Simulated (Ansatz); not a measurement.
`N[SiH](O)[SiH2]O` + H–F → `N[SiH](O)[SiH2]F` + H₂O  (ligand exchange at the Si–O bond)

Calculated with Ansatz (gas phase, PBE0-D4/def2-TZVP geometries, no zero-point term in ΔE). CCSD(T)/CBS adds triple-zeta CCSD(T) − MP2 to the extrapolated MP2 energy (def2 sets, frozen cores). This one scheme is used for every species. DFT in def2-TZVPP. B3LYP here is the variant with VWN-RPA as its local correlation; programs differ in this. One conformer a species, not always the lowest.

| level | ΔE (kJ/mol) | difference from CCSD(T)/CBS |
| --- | --- | --- |
| PBE-D4 | -36.5 | 0.8 |
| r2SCAN-D4 | -39.1 | -1.8 |
| PBE0-D4 | -35.3 | 2.0 |
| B3LYP-D4 | -38.9 | -1.6 |
| ωB97X-V | -38.5 | -1.2 |
| ωB97M-V | -37.8 | -0.5 |
| B2PLYP | -39.7 | -2.4 |
| PBE | -38.9 | -1.6 |
| r2SCAN | -39.7 | -2.4 |
| PBE0 | -37.4 | -0.1 |
| B3LYP | -42.7 | -5.4 |
| HF/def2-TZVPP | -45.1 | -7.8 |
| MP2/def2-TZVPP | -33.7 | 3.6 |
| SCS-MP2/def2-TZVPP | -37.0 | 0.3 |
| CCSD/def2-TZVPP | -37.0 | 0.3 |
| CCSD(T)/def2-TZVPP | -35.7 | 1.6 |
| HF/def2-QZVPP | -46.8 | -9.5 |
| MP2/def2-QZVPP | -35.2 | 2.1 |
| SCS-MP2/def2-QZVPP | -38.4 | -1.1 |
| HF/CBS(def2) | -47.1 | -9.8 |
| MP2/CBS(def2) | -35.3 | 2.0 |
| CCSD/CBS(def2) | -38.7 | -1.4 |
| CCSD(T)/CBS | -37.3 | 0 |

Largest T1 diagnostic among the species: 0.012.

The D4 term adds +3.8 kJ/mol with B3LYP and +2.0 kJ/mol with PBE0; it sums over pairs of atoms, weighted by their polarisabilities, and B3LYP, whose exchange is more repulsive, gets the larger term. In def2-TZVPP, CCSD(T) changes the Hartree–Fock value by +9.5 kJ/mol (the triples alone add +1.4 kJ/mol) and MP2 by +11.5 kJ/mol.

CCSD(T)/CBS has its own doubt, a few kJ/mol and more with outer-core shells, so smaller differences from it don't rank the levels.
